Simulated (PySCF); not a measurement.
Si(OH)Cl3.
Cartesian coordinates in Å at the PBE0-D3(BJ)/def2-SVP level; atoms count from 1:
```xyz
6
Cl3HOSi angstrom
Si    -0.0685   -0.1337   -0.2673
O     -0.0808   -0.0259    1.3633
H      0.3600    0.7294    1.7664
Cl     1.8423   -0.1910   -0.9878
Cl    -1.0030    1.4652   -1.1290
Cl    -1.0500   -1.8440   -0.7456
```

Method used: PySCF 2.14.0, density-fitted response routines, TDDFT B3LYP/def2-SVPD, vertical, gas phase, core orbitals frozen in the response.

Ground-to-excited transition dipoles (e·a0, same axes as the geometry; the sign carries no meaning), for the states with f of 0.002 or more among the lowest 10:

```csv
state,E (eV),μx,μy,μz
S2,7.301,-0.141,0.089,-0.009
S3,7.498,-0.183,-0.306,-0.061
S6,8.149,0.210,0.401,-0.179
S7,8.172,0.582,-0.321,0.018
S8,8.241,-0.014,-0.076,-0.564
S9,8.373,0.172,0.263,-0.074
S10,8.481,-0.351,0.218,-0.022
```

(1) What oscillator strength does each state have?

(2) What angle do the transition dipoles of S8 and S10 make?

(3) What peak molar absorption coefficient would the strongest computed level give as a lone Gaussian band 0.5 eV wide at half height?

Answers

(1) f = (2/3) ΔE |μ|² with ΔE in hartree (27.2114 eV).

```tsv
state	|μ|² (au)	|μ| (D)	f
S2	0.028	0.42	0.005
S3	0.131	0.92	0.024
S6	0.237	1.24	0.047
S7	0.442	1.69	0.089
S8	0.324	1.45	0.065
S9	0.104	0.82	0.021
S10	0.172	1.05	0.036
```

(2) |cos θ| = |μa·μb| / (|μa| |μb|) = 0.00, so θ ≈ 90° (taken between 0 and 90°, since the signs are arbitrary).

(3) ε(max) = 2.175×10⁸ f / FWHM, with the width in cm⁻¹. S7: 2.175×10⁸ × 0.0886 / 4033 ≈ 4800 L mol⁻¹ cm⁻¹.

Hardware: one thread of an Arm Neoverse V1, no GPU (shared host). Cost: 11 s of wall time.
